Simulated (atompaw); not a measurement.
## u(r) = r·R(r): atom against pseudo-atom (Ta (Z = 73))

Columns: radius, all-electron u(r) and pseudo u(r) of the 6p shell (level -1.75 eV) of tantalum in the configuration [Kr] 4d10 4f14 5s2 5p6 5d3 6s1.5 6p0.5; PBEsol, scalar-relativistic, PAW (atompaw) scheme, atompaw 4.2.0.5.

```json
{"r (bohr)": "0.098", "all-electron": "-0.0348", "pseudo": "-0.0012"}
{"r (bohr)": "0.196", "all-electron": "-0.0495", "pseudo": "-0.0047"}
{"r (bohr)": "0.294", "all-electron": "0.0774", "pseudo": "-0.0102"}
{"r (bohr)": "0.392", "all-electron": "0.1197", "pseudo": "-0.0172"}
{"r (bohr)": "0.490", "all-electron": "0.0713", "pseudo": "-0.0250"}
{"r (bohr)": "0.588", "all-electron": "-0.0139", "pseudo": "-0.0330"}
{"r (bohr)": "0.687", "all-electron": "-0.0972", "pseudo": "-0.0403"}
{"r (bohr)": "0.785", "all-electron": "-0.1587", "pseudo": "-0.0460"}
{"r (bohr)": "0.883", "all-electron": "-0.1947", "pseudo": "-0.0492"}
{"r (bohr)": "0.981", "all-electron": "-0.2069", "pseudo": "-0.0491"}
{"r (bohr)": "1.079", "all-electron": "-0.1992", "pseudo": "-0.0452"}
{"r (bohr)": "1.177", "all-electron": "-0.1766", "pseudo": "-0.0370"}
{"r (bohr)": "1.275", "all-electron": "-0.1431", "pseudo": "-0.0240"}
{"r (bohr)": "1.373", "all-electron": "-0.1025", "pseudo": "-0.0063"}
{"r (bohr)": "1.471", "all-electron": "-0.0577", "pseudo": "0.0161"}
{"r (bohr)": "1.569", "all-electron": "-0.0109", "pseudo": "0.0426"}
{"r (bohr)": "1.667", "all-electron": "0.0363", "pseudo": "0.0728"}
{"r (bohr)": "1.765", "all-electron": "0.0826", "pseudo": "0.1059"}
{"r (bohr)": "1.863", "all-electron": "0.1272", "pseudo": "0.1409"}
{"r (bohr)": "1.962", "all-electron": "0.1701", "pseudo": "0.1772"}
{"r (bohr)": "2.060", "all-electron": "0.2099", "pseudo": "0.2131"}
{"r (bohr)": "2.158", "all-electron": "0.2469", "pseudo": "0.2481"}
{"r (bohr)": "2.256", "all-electron": "0.2811", "pseudo": "0.2814"}
{"r (bohr)": "2.354", "all-electron": "0.3124", "pseudo": "0.3124"}
{"r (bohr)": "2.452", "all-electron": "0.3408", "pseudo": "0.3408"}
{"r (bohr)": "2.550", "all-electron": "0.3665", "pseudo": "0.3665"}
```

**Question.** How many radial nodes do the two functions have?

**Answer.** The all-electron 6p function has n − l − 1 = 4 (the table is too coarse to show those close to the nucleus); the pseudo-wave has 1, since 1 lower shell of the same l stays in the valence.

**Question.** Is the pseudo-wave norm-conserving?

**Answer.** No, it belongs to a PAW set: the norm inside the radius is not constrained, and the difference is carried by the augmentation charge.
